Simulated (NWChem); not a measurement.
MgSiH$_{3}$OBr; SMILES [SiH3][O][Mg][Br]

```xyz
7

Mg     0.1475    -0.0812    -0.0008
Br     0.4154    -2.4064     0.0009
O     -0.0573     1.6982    -0.0021
Si    -0.2545     3.3219    -0.0032
H     -1.0318     3.7787    -1.1936
H      1.0584     4.0327    -0.0288
H     -0.9883     3.7856     1.2118
```
Atoms are numbered in this order, from 1.

Level: B3LYP/6-31G* (spherical d) (NWChem), optimised geometry, unscaled harmonic frequencies. This build's default masses of Se (78.918 u) and Br (79.917 u) are each other's, which moves their modes by up to 0.6 %.

### Question
List the harmonic frequencies with IR intensities, and the thermochemistry.

### Answer
| frequency (cm⁻¹) | IR intensity (km/mol) |
|---|---|
| 26 | 0.3 |
| 26 | 0.3 |
| 127 | 59.2 |
| 127 | 59.2 |
| 241 | 4.7 |
| 596 | 57.4 |
| 742 | 64.7 |
| 742 | 64.7 |
| 966 | 94.2 |
| 966 | 94.2 |
| 1034 | 435.0 |
| 1077 | 475.6 |
| 2213 | 241.1 |
| 2214 | 240.9 |
| 2223 | 142.6 |

```yaml
zero_point_energy: 19.0 kcal/mol
thermal correction to the enthalpy at 298.15 K (with zero-point energy): 24.0 kcal/mol
heat capacity Cv: 19.6 cal/(mol K)
entropy at 298.15 K and 1 atm (symmetry number 3): 86.8 cal/(mol K)
dipole_moment: 0.34 D
```

Rigid rotor and harmonic oscillator; modes under 100 cm⁻¹ make the entropy uncertain.
